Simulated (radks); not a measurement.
Polarisability of the sulfur ion S+, [Ne] 3s2 3p3, at imaginary frequency. Calculated with a radial shooting solver on a logarithmic mesh with Libxc functionals: non-relativistic Kohn-Sham, LB94 model potential, spin-polarised, spherical densities, point nucleus; open shells are filled with parallel spins first. Response by self-consistent Sternheimer equations with the Hartree and adiabatic LDA kernel.

w (hartree),alpha1(iw) (bohr^3)
0.00266,11.19
0.0143,11.18
0.0360,11.15
0.0697,11.03
0.118,10.73
0.186,10.12
0.280,9.037
0.413,7.416
0.605,5.423
0.892,3.463
1.35,1.922
2.12,0.9317
3.59,0.3953
6.94,0.1418
17.5,0.03281

Static values: alpha1 = 11.19 bohr^3 (1.658 angstrom^3; uncoupled 17.74). C6 = 55.61, triple-dipole C9 = 459.2 atomic units. One-pole (London) frequency 4 C6 / (3 alpha1^2) = 0.592 hartree, against 0.830 for minus the highest occupied eigenvalue.
